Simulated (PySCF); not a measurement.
**Calculated NMR parameters of hexahydropyrrolizine**

| Quantity | Value |
| --- | --- |
| Formula | C7H13N |
| SMILES | C1CC2CCCN2C1 |
| Point group of the computed structure | C1 |
| Degrees of unsaturation | 2 |
| Carbon signals | 4 |
| Proton signals | 7 |

Atom-mapped SMILES (the numbers label the heavy atoms): `[CH2:1]1[CH2:2][CH:3]2[CH2:4][CH2:5][CH2:6][N:7]2[CH2:8]1`; H(Xn) means a hydrogen on atom n. Ha(C4), Ha(C5), Ha(C6) are cis to C2 on the ring; Ha(C1), Ha(C2), Ha(C8) are cis to C4 on the ring; Hb(C4), Hb(C5), Hb(C6) are trans to C2 on the ring; Hb(C1), Hb(C2), Hb(C8) are trans to C4 on the ring.

[PySCF 2.14: shieldings: GIAO PBE0/pcSseg-1; PBE0-D3(BJ)/def2-SVP structure; single conformer; rapidly exchanging positions averaged; non-relativistic; in vacuum]

Shifts are taken against calculated references (same method and geometry level): TMS for ¹H (31.27 ppm) and ¹³C (184.41 ppm); NH3 for ¹⁵N (265.67 ppm).

```tsv
carbon	δC, type	δH (multiplicity)	HMBC from (2–3 bonds)	span of the C tensor (ppm)
C1/C5	26.3, CH2	Ha(C1) 1.44 (m); Hb(C1) 1.39 (m)	H(C3), Hb(C6)/Hb(C8), Ha(C6)/Ha(C8), Hb(C2)/Hb(C4), Ha(C2)/Ha(C4)	38
C2/C4	34.7, CH2	Ha(C2) 1.12 (m); Hb(C2) 1.60 (m)	H(C3), Hb(C6)/Hb(C8), Ha(C6)/Ha(C8), Hb(C2)/Hb(C4), Ha(C1)/Ha(C5), Hb(C1)/Hb(C5), Ha(C2)/Ha(C4)	38
C3	65.5, CH	3.33 (m)	Hb(C6)/Hb(C8), Ha(C6)/Ha(C8), Hb(C2)/Hb(C4), Ha(C1)/Ha(C5), Hb(C1)/Hb(C5), Ha(C2)/Ha(C4)	73
C6/C8	57.0, CH2	Hb(C6) 2.95 (m); Ha(C6) 2.36 (m)	H(C3), Hb(C6)/Hb(C8), Ha(C6)/Ha(C8), Hb(C2)/Hb(C4), Ha(C1)/Ha(C5), Hb(C1)/Hb(C5), Ha(C2)/Ha(C4)	67
```

Other nuclei:
```
atoms  nucleus     environment  δ (ppm)  σ (ppm)
   N7      ¹⁵N  amine nitrogen     62.7    203.0
```

Carbon types of the structure: 1 × CH, 6 × CH2, which accounts for all hydrogens. δC 65.5: sp3 CH bonded to N; pulled downfield by the heteroatom. δC 57.0: sp3 CH2 bonded to N; pulled downfield by the heteroatom. δC 34.7, 26.3: sp3 CH2 in a ring; aliphatic region, no heteroatom directly attached. δH 3.33: hydrogen on an sp3 CH bonded to N; its carbon carries N, hence the downfield position. δH 2.95, 2.36: hydrogen on an sp3 CH2 bonded to N; its carbon carries N, an electronegative neighbour.

Shifts are as computed. Against solution values, carbons near 30 ppm lie about +2 ppm off and those near 130 ppm about +5 ppm. Of 1211 compounds with measured shifts, 218 miss one by over three times the rms of a fit or turn the order of signals round; such compounds aren't used in these exercises. Experimental scales use liquid or dissolved standards, which lie at an offset from isolated NH3 (liquid NH3: subtract about 20 ppm). Multiplicities follow the n + 1 count of equivalent neighbours, as no J values were calculated; m marks all less simple cases, F and P coupling included.
